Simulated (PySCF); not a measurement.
Sn(H)2(OH)(NH2) (H5NOSn), SMILES [NH2][SnH2][OH].

The structure is a stationary point at r2SCAN-D4/def2-SVP. A frequency run showed that this geometry is not a minimum. The def2 effective core potentials stand for the cores of Sn; spin–orbit coupling is left out. Other conformers were not sampled.

Method: ωB97X/def2-TZVPD run with PySCF.

Symmetry labels are those of the subgroup Cs that the program uses (full group Cs).

Computed valence orbital energies around the gap with their symmetry:
```json
[
 {"orbital": "HOMO−7", "symmetry": "A'", "energy (eV)": "-17.44"},
 {"orbital": "HOMO−6", "symmetry": "A\"", "energy (eV)": "-15.79"},
 {"orbital": "HOMO−5", "symmetry": "A'", "energy (eV)": "-15.05"},
 {"orbital": "HOMO−4", "symmetry": "A'", "energy (eV)": "-12.80"},
 {"orbital": "HOMO−3", "symmetry": "A\"", "energy (eV)": "-12.31"},
 {"orbital": "HOMO−2", "symmetry": "A'", "energy (eV)": "-11.51"},
 {"orbital": "HOMO−1", "symmetry": "A\"", "energy (eV)": "-10.72"},
 {"orbital": "HOMO", "symmetry": "A'", "energy (eV)": "-10.13"},
 {"orbital": "LUMO", "symmetry": "A'", "energy (eV)": "1.27"},
 {"orbital": "LUMO+1", "symmetry": "A'", "energy (eV)": "1.54"},
 {"orbital": "LUMO+2", "symmetry": "A'", "energy (eV)": "1.75"},
 {"orbital": "LUMO+3", "symmetry": "A'", "energy (eV)": "2.32"}
]
```
